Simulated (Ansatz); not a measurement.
CH$_{3}$NOSi (`N#CO[SiH3]`). The species carries charge 0 and has multiplicity 1. Geometry: relaxed with PBE0-D4/def2-TZVP.

```xyz
7

N     1.757   -0.973    1.854
C     1.057   -0.925    0.937
O     0.290   -0.903   -0.084
Si   -0.604    0.454   -0.575
H    -1.321   -0.027   -1.771
H    -1.521    0.827    0.523
H     0.342    1.547   -0.883
```

(1) What is the dipole moment at B3LYP/def2-TZVPP? (Best estimate.)

(2) And with PBE, r2SCAN, ωB97M-V? (Best estimate.)

(3) Give the Mulliken charges with B3LYP, r2SCAN, ωB97M-V in def2-TZVPP. (Estimate.)

## Answers

(1) Ansatz gave: 4.67 D, with components (-3.00, 1.72, -3.13) D in this frame, pointing from negative to positive charge.

(2) The calculation gave: PBE 4.60 D, r2SCAN 4.69 D, ωB97M-V 4.65 D.

(3) Computed: 
```csv
atom,B3LYP,r2SCAN,ωB97M-V
N1,-0.09,-0.16,-0.13
C2,0.04,0.13,0.10
O3,-0.29,-0.31,-0.31
Si4,0.43,0.44,0.31
H5,-0.04,-0.04,0.00
H6,-0.03,-0.04,0.01
H7,-0.03,-0.04,0.01
```

B3LYP here is the variant with VWN-RPA as its local correlation; programs differ in this.
